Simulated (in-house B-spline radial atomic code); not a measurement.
Computed with a B-spline radial atomic code. Model: two electrons, singlet ground state, non-relativistic, full CI in B-splines with partial waves to l = 8 (at full coupling up to 3e-4 hartree above the limit, correlation up to 0.6 % small), density held at that of full coupling by Lieb maximisation.

Along the adiabatic connection the electron repulsion is scaled by a coupling λ while a local potential keeps the density fixed. At λ = 0 the system is the Kohn-Sham one and W equals the exchange energy; the exchange-correlation energy is the area under W between 0 and 1. The kinetic energy rises with λ as the electrons avoid each other, with dT/dλ = −λ dW/dλ.

Command:
```bash
python run_ac.py task.json out
```
Settings (lengths in bohr, energies in hartree):
```
potential              yukawa
strength               3.42
lmax                   8
second                 0.797
```

Run time, properties included: 21 s on 1 thread of Intel(R) Xeon(R) Processor @ 2.30GHz, with other jobs on the host.

**W = mean repulsion less Hartree energy, and W of three functionals.**

Given: confinement screened point charge; nuclear charge 3.42; screening of the nucleus 0.797 1/bohr; external potential -Z exp(-k r)/r.

Computed: LDA exchange minus exact 250.02 millihartree; SCAN exchange minus exact -8.1413 millihartree.

| coupling | W xc (hartree) | W xc minus exchange (millihartree) | kinetic minus Kohn-Sham (millihartree) | LDA (PW92) W minus its exchange (millihartree) | PBE W minus its exchange (millihartree) | SCAN W minus its exchange (millihartree) |
| --- | --- | --- | --- | --- | --- | --- |
| 0 | -1.8076 | 0 | 0 | 0 | 0 | 0 |
| 0.02 | ? | ? | ? | ? | ? | ? |
| 0.05 | ? | ? | ? | ? | ? | ? |
| 0.12 | -1.8189 | -11.342 | 0.7 | -53.86 | -10.8 | -10.67 |
| 0.25 | -1.8308 | -23.247 | 2.9 | -91.81 | -22.54 | -21.64 |
| 0.4 | -1.8441 | -36.515 | 7.2 | -127.06 | -35.87 | -33.72 |
| 0.6 | -1.8611 | -53.465 | 15.6 | -166.2 | -53.15 | -49 |
| 0.8 | -1.8772 | -69.622 | 26.9 | -199.6 | -69.78 | -63.47 |
| 1 | -1.8926 | -85.036 | 40.8 | -229.01 | -85.75 | -77.2 |
| 1.4 | -1.9214 | -113.83 | 75.3 | -279.45 | -115.76 | -102.78 |
| 2 | -1.9601 | -152.53 | 140.8 | -341.05 | -156.42 | -137.17 |
| 3 | -2.0148 | -207.24 | 276.7 | -420.79 | -214.51 | -186.17 |
| 4.5 | -2.0796 | -272.04 | 517.5 | -509.29 | -284.72 | -245.46 |
| 7 | -2.1573 | -349.67 | 957.6 | -612.34 | -372.17 | -319.23 |
| 10 | -2.2205 | -412.94 | 1489.2 | -697.38 | -447.69 | -382.17 |

Problem. What belongs in the row 0.02?

Solution. W xc (hartree): -1.8095; W xc minus exchange (millihartree): -1.915; kinetic minus Kohn-Sham (millihartree): 0; LDA (PW92) W minus its exchange (millihartree): -13.22; PBE W minus its exchange (millihartree): -1.78; SCAN W minus its exchange (millihartree): -1.83.

Problem. What belongs in the row 0.05?

Solution. W xc (hartree): -1.8124; W xc minus exchange (millihartree): -4.768; kinetic minus Kohn-Sham (millihartree): 0.1; LDA (PW92) W minus its exchange (millihartree): -27.54; PBE W minus its exchange (millihartree): -4.47; SCAN W minus its exchange (millihartree): -4.52.

Problem. What is the PBE exchange minus exact?

Solution. 22.155 millihartree.

**Energy parts, natural occupations and partial-wave weights.**

Computed: total energy -5.1945 hartree; exchange energy -1.8076 hartree; correlation energy -0.044235 hartree; kinetic part of the DFT correlation energy 0.040801 hartree; initial slope twice GL2 -0.09597 hartree; kinetic part over minus potential part 0.47981; Kohn-Sham kinetic 8.8461 hartree.

```csv
natural,occupation of the shell (electrons)
s,1.9942
p,0.002798
s,0.0026192
d,?
p,0.00010763
s,5.5304e-05
```

Problem. What belongs in the row d?

Solution. occupation of the shell (electrons): 0.00013734.

```json
{"wave": "s", "weight": "0.99845"}
{"wave": "p", "weight": "?"}
{"wave": "d", "weight": "7.755e-05"}
{"wave": "f", "weight": "1.1125e-05"}
{"wave": "g", "weight": "2.6037e-06"}
```

Problem. What belongs in the row p?

Solution. weight: 0.0014584.

Problem. What is the Hartree energy?

Solution. 3.6152 hartree.

Problem. What is the Lieb Oxford ratio E_xc over LDA exchange?

Solution. 1.1889.

Half-way to full coupling W has made 53 % of its drop, against 50 % for a straight line, and second-order (GL2) theory, half the initial slope, overshoots the correlation energy by about 9 %: a moderate bend, as in light atoms. Over couplings 0 to 1 the errors in E_xc come to about +156 millihartree for LDA, +22 millihartree for PBE, -4.4 millihartree for SCAN, so SCAN is nearest. In LDA and SCAN the errors of exchange and correlation have opposite signs, so the sum is smaller than the larger of the two.
